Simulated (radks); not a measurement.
Problem. All-electron atom: Hf9+ in [Kr] 4d10 4f13 5s2 5p2. Method: non-relativistic Kohn-Sham, TPSS, spin-polarised, spherical densities, point nucleus; open shells are filled with parallel spins first (spin-orbit coupling, left out, can overturn this in heavy ions); meta-GGA in the generalised Kohn-Sham scheme; relativity is left out, which matters for an element this heavy; computed with a radial shooting solver on a logarithmic mesh with Libxc functionals. Some entries of the table are withheld. Estimate them.

orbital,occ.,eigenvalue (hartree),<r^2> (bohr^2),<1/r> (bohr^-1)
1s up,1,-2219.469,0.0005915,71.47
1s down,1,-2219.461,0.0005915,71.47
2s up,1,-366.9802,0.009285,16.74
2s down,1,-366.9769,0.009285,16.74
2p up,3,-351.4076,0.006876,16.76
2p down,3,-351.4010,0.006876,16.76
3s up,1,-87.19497,0.05849,6.418
3s down,1,-87.16923,0.05847,6.419
3p up,3,-80.03985,0.05425,6.363
3p down,3,-80.01393,0.05423,6.364
3d up,5,-66.75350,0.04241,6.279
3d down,5,-66.73211,0.04240,6.280
4s up,1,-21.44579,0.2892,2.758
4s down,1,-21.39798,0.2892,2.757
4p up,3,-18.48765,0.3010,2.664
4p down,3,-18.43826,0.3009,2.664
4d up,5,-13.13283,0.3298,2.467
4d down,5,-13.07975,0.3290,2.467
5s up,1,-6.91611,1.421,1.166
5s down,1,-6.77349,1.422,1.169
4f up,7,-6.21915,0.4488,2.053
4f down,6,-6.15329,0.4429,2.060
5p up,2,-5.96774,1.617,(1)
5p down,0,-5.82682,1.629,(2)
5d up,0,-4.40017,2.191,0.9237
5d down,0,-4.27569,2.242,0.9131
6s up,0,-3.35178,5.028,0.6196
6s down,0,-3.30366,5.065,0.6178

Solution. 
(1) 5p up <1/r> (bohr^-1): 1.086
(2) 5p down <1/r> (bohr^-1): 1.085
